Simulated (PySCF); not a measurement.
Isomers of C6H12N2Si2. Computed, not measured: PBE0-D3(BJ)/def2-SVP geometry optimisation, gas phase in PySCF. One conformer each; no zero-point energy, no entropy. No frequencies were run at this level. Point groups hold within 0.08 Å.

**Question.** Rank from lowest to highest electronic energy at this level (kJ/mol).
A. `[cH:1]1[cH:2][cH:3][n:4]([C@@H:5]2[CH2:6][SiH2:7][NH:8][SiH2:9]2)[cH:10]1` with C3–N4–C5–C6 -104°, N4–C5–C6–Si7 -169°, C5–C6–Si7–N8 29°, C6–Si7–N8–Si9 -7°, Si7–N8–Si9–C5 -12°
B. `Nc1ccc(N([SiH3])[SiH3])cc1`

**Answer.** A (0.0), B (34.9).

As drawn, the lower has an Si–C bond, which the higher lacks.

```json
{"SMILES": "c1ccn([C@@H]2C[SiH2]N[SiH2]2)c1", "E (Eh)": "-923.33386", "E rel (kJ/mol)": "0.0", "dipole (D)": "2.47", "point group": "C1", "A, B, C (MHz)": "2413, 565.7, 515.4"}
{"SMILES": "Nc1ccc(N([SiH3])[SiH3])cc1", "E (Eh)": "-923.32057", "E rel (kJ/mol)": "34.9", "dipole (D)": "2.24", "point group": "–", "A, B, C (MHz)": "2001, 554.1, 454.2"}
```
